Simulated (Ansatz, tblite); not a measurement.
Spin states of the cluster NbB7, each relaxed with PBE-D4/def2-SVP in Ansatz. Electronic energies in the gas phase.

In the def2 sets Nb takes a core potential; there is no spin–orbit coupling. The xTB rows come from tblite. The structure comes from a short search, and lower isomers may exist.

Singlet geometry (Cs within 0.1 Å):

```csv
atom,x (Å),y (Å),z (Å)
Nb1,1.218,0.713,-0.035
B2,-0.953,0.772,0.504
B3,-0.411,-0.866,-1.032
B4,-0.486,1.908,-0.557
B5,0.464,-1.654,0.020
B6,-0.897,0.606,-1.332
B7,-0.223,-0.443,1.229
B8,1.289,-1.036,1.203
```

Triplet geometry (Cs within 0.1 Å):

```xyz
8

Nb    1.394   -0.096    0.022
B    -0.565   -0.366   -1.051
B    -0.872   -0.306    0.784
B     0.552   -1.671   -1.171
B    -0.316    1.127    1.310
B    -0.489   -1.687    0.020
B    -0.476    1.088   -0.385
B     0.772    1.910    0.470
```

Quintet geometry:

```xyz
8

Nb    0.1138    0.0271   -1.4901
B    -0.6260    0.9368    0.5629
B    -0.2031   -0.8093    0.7786
B    -1.9466    0.9582   -0.4881
B     1.3552   -1.1052    0.4387
B    -1.6546   -0.4331    0.1701
B     0.9212    0.5393    0.6063
B     2.0400   -0.1137   -0.5783
```

Run but left out: HF/STO-3G, BHLYP-D4/def2-TZVP, B2PLYP/def2-TZVP (singlet: restricted singlet, unstable in another Hartree–Fock run and untested here); HF/def2-SVP, HF/def2-TZVP, MP2/def2-SVP, MP2/def2-TZVP, CCSD/def2-SVP, CCSD(T)/def2-SVP (singlet: restricted singlet, unstable towards broken spin symmetry).

Only these spin states were relaxed. The triplet has other bonds than the singlet, so the gap mixes isomer and spin. The quintet has other bonds than the singlet, so the gap mixes isomer and spin.

```tsv
level	triplet − singlet (kJ/mol)	quintet − singlet (kJ/mol)	lowest of these
GFN1-xTB	118.2	182.3	singlet
GFN2-xTB	66.6	138.0	singlet
PBE-D4/def2-TZVP	77.4	169.7	singlet
r2SCAN-D4/def2-TZVP	62.4	134.0	singlet
PBE0-D4/def2-TZVP	70.7	144.8	singlet
```

```json
{"state": "singlet", "donor atoms": "7", "mean metal–ligand distance (Å)": "2.316", "range (Å)": "2.14–2.48", "Mulliken spin on the metal (PBE0)": "0"}
{"state": "triplet", "donor atoms": "7", "mean metal–ligand distance (Å)": "2.304", "range (Å)": "2.15–2.47", "Mulliken spin on the metal (PBE0)": "0.78"}
{"state": "quintet", "donor atoms": "7", "mean metal–ligand distance (Å)": "2.392", "range (Å)": "2.14–2.56", "Mulliken spin on the metal (PBE0)": "2.12"}
```

⟨S²⟩ at PBE0-D4/def2-TZVP: singlet 0.00 (pure 0.00), triplet 2.09 (pure 2.00), quintet 6.07 (pure 6.00).

Change of the quintet − singlet gap on mixing in exact exchange, in kJ/mol: PBE to PBE0 (25 % exact exchange) -24.9.

The xTB methods have no spin-polarisation term.
